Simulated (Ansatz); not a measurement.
Reaction (cleavage of the Ge–Ge bond): `[CH3][GeH2][GeH3]` + HI → `[CH3][GeH2][I]` + GeH₄

Gas-phase electronic energies from Ansatz, PBE0-D4/def2-TZVP geometries. CCSD(T)/CBS is the MP2 limit (def2-TZVPP, def2-QZVPP) plus CCSD(T) − MP2 in def2-TZVPP, frozen cores. Functionals use def2-TZVPP. def2 core potentials past Kr. For Ge, I outer-core shells are correlated without core-valence functions, which leaves a few kJ/mol of doubt a bond. Scalar relativity is left out up to krypton.

```json
{"level": "r2SCAN-D4", "ΔE (kJ/mol)": "-60.8"}
{"level": "ωB97M-V", "ΔE (kJ/mol)": "-61.6"}
{"level": "B2PLYP", "ΔE (kJ/mol)": "-62.1"}
{"level": "PBE0", "ΔE (kJ/mol)": "-59.6"}
{"level": "BHLYP", "ΔE (kJ/mol)": "-66.3"}
{"level": "RPA@PBE/def2-TZVPP", "ΔE (kJ/mol)": "-52.8"}
{"level": "CCSD/def2-SVP", "ΔE (kJ/mol)": "-62.3"}
{"level": "HF/CBS(def2)", "ΔE (kJ/mol)": "-79.6"}
```

What does CCSD(T)/CBS give? (An estimate is asked.)

Computed: -61.5 kJ/mol. The listed levels differ from it by 0.7, -0.1, -0.6, 1.9, -4.8, 8.7, -0.8, -18.1 kJ/mol.

What do rigid-rotor, harmonic-oscillator terms from PBE0-D4/def2-TZVP frequencies (298.15 K, 1 bar) make of the CCSD(T)/CBS value? (Best estimate.)

Computed: ΔZPE = +5.0 kJ/mol, ΔH = -58.7 kJ/mol, ΔS = -12 J/(mol·K), ΔG = -55.1 kJ/mol.

Largest T1 diagnostic among the species: 0.012.

From BLYP to BHLYP (50 % exact exchange), in def2-TZVPP and without D4, ΔE moves by −9.6 kJ/mol. Leaving LDA and LC-ωPBE aside and taking each functional with its dispersion term where it has one, the values, not all of them listed here, spread over 12.2 kJ/mol, from BHLYP-D4 to PBE-D4. LDA lies +3.5 kJ/mol from PBE without D4.
